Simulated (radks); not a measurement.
Trend from Zr3+ to Cd3+: ionisation energy by Delta-SCF between NIST ground configurations, and size. All-electron calculation, scalar-relativistic Kohn-Sham, BLYP, spin-polarised, spherical densities, point nucleus; open shells are filled with parallel spins first (spin-orbit coupling, left out, can overturn this in heavy ions). Program: a radial shooting solver on a logarithmic mesh with Libxc functionals.

species,configuration,IE (eV),NIST (eV),kind,outermost,<r> outermost (bohr)
Zr3+,[Kr] 4d1,34.342,34.418,exp.,4d,1.84
Nb3+,[Kr] 4d2,37.348,37.61,exp.,4d,1.72
Mo3+,[Kr] 4d3,40.221,40.3,semi-emp.,4d,1.61
Tc3+,[Kr] 4d4,42.999,41,theory,4d,1.51
Ru3+,[Kr] 4d5,45.705,45,theory,4d,1.43
Rh3+,[Kr] 4d6,44.661,42,theory,4d,1.39
Pd3+,[Kr] 4d7,47.576,46,theory,4d,1.32
Ag3+,[Kr] 4d8,50.448,49,theory,4d,1.26
Cd3+,[Kr] 4d9,53.266,51,theory,4d,1.20

Reference values: NIST Atomic Spectra Database (exp. = measured, semi-emp. = semi-empirical, theory = theoretical value adopted there). Open shells are spherical and high-spin; term and fine-structure splittings are not resolved.
